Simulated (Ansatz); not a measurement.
System: C4H9O2 (charge 0, doublet). It need not be the lowest isomer of its formula. 
Coordinates optimised at B3LYP-D3(BJ)/def2-TZVP (Ansatz, a quantum-chemistry and plane-wave program):
```
C
O 1 1.3583
O 1 1.3783 2 111.71
C 3 1.4186 1 116.08 2 166.42
H 4 1.0882 3 106.60 1 -169.77
H 4 1.0936 5 108.94 3 120.58
H 4 1.0938 5 109.60 6 119.44
C 2 1.4259 1 116.43 3 -47.48
H 8 1.0878 2 106.07 1 -172.05
H 8 1.0900 9 109.88 2 120.38
H 8 1.0935 9 109.80 10 120.26
C 1 1.4941 2 112.44 8 176.38
H 12 1.0886 1 109.46 2 -49.02
H 12 1.0893 13 108.38 1 121.75
H 12 1.0997 13 108.28 14 117.12
```
Charge 0, spin multiplicity 2.

Quantity: atomisation energy (electronic, to ground-state atoms), in kJ/mol. Valence correlation only, unless marked. UHF or UKS for open shells. No spin-orbit coupling. Non-relativistic unless marked X2C. The coupled-cluster limit lacks core correlation, which all-electron functionals hold. Basis-set limits of correlation are two-point, X^-3; Hartree-Fock from the larger set. [CCSD(T)-MP2]/basis is that difference in the basis named.

| level | program | atomisation energy (kJ/mol) |
|---|---|---|
| HF/6-31G | Ansatz | 3868.0 |
| HF/6-31G* | Ansatz | 4178.7 |
| BLYP-D4/def2-TZVPD | Ansatz + dftd4 | 5804.3 |
| BLYP/def2-TZVPD | Ansatz | 5747.2 |
| B97M-V/def2-TZVPD | Ansatz | 5788.3 |
| B3LYP-D3(BJ)/def2-TZVPD | Ansatz + dftd3 | 5804.7 |
| B3LYP-D4/def2-TZVPD | Ansatz + dftd4 | 5802.0 |
| PBE0/STO-3G | Ansatz | 6740.1 |
| BHLYP/def2-TZVPD | Ansatz | 5584.7 |
| r2SCANh-D4/def2-TZVPD | Ansatz + dftd4 | 5785.5 |
| LC-wPBE-D3(BJ)/def2-TZVPD | Ansatz + dftd3 | 5823.7 |
| PBE-QIDH/def2-TZVPD | Ansatz | 5746.2 |
| RPA@PBE/cc-pVQZ | Ansatz | 5471.8 |
| SCS-MP2/cc-pVDZ | Ansatz | 5381.3 |
| SCS-MP2/cc-pVTZ | Ansatz | 5698.3 |
| CCSD/cc-pVDZ | Ansatz | 5295.7 |
| CCSD(T)/6-31G* | Ansatz | 5288.4 |
| CCSD(T)/cc-pVTZ | Ansatz | 5647.9 |
| X2C-CCSD(T)/cc-pVTZ-DK | Ansatz | 5642.6 |
| CCSD(T) with core electrons/cc-pwCVTZ | Ansatz | 5672.4 |
| RI-MP2/CBS(cc-pVTZ,cc-pVQZ)+[CCSD(T)-MP2]/cc-pVTZ | Ansatz | 5793.4 |
